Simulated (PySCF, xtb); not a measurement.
H4P2, SMILES PP.

Harmonic wavenumbers (cm⁻¹) from xtb with GFN2-xTB at its own minimum, in rising order: 178, 516, 627, 646, 874, 885, 1108, 1133, 2225, 2257, 2302, 2315.

**Question.** What does PySCF 2.14.0 with TPSSh-D3(BJ)/def2-TZVP give at its own minimum? (An estimate is asked for; the answer gives what the named calculation found.)

**Answer.** 82, 438, 620, 635, 868, 920, 1104, 1113, 2387, 2389, 2394, 2403. Paired by order, the mean absolute difference is 61 cm⁻¹ and the zero-point energies are 21.5 and 21.9 kcal/mol.
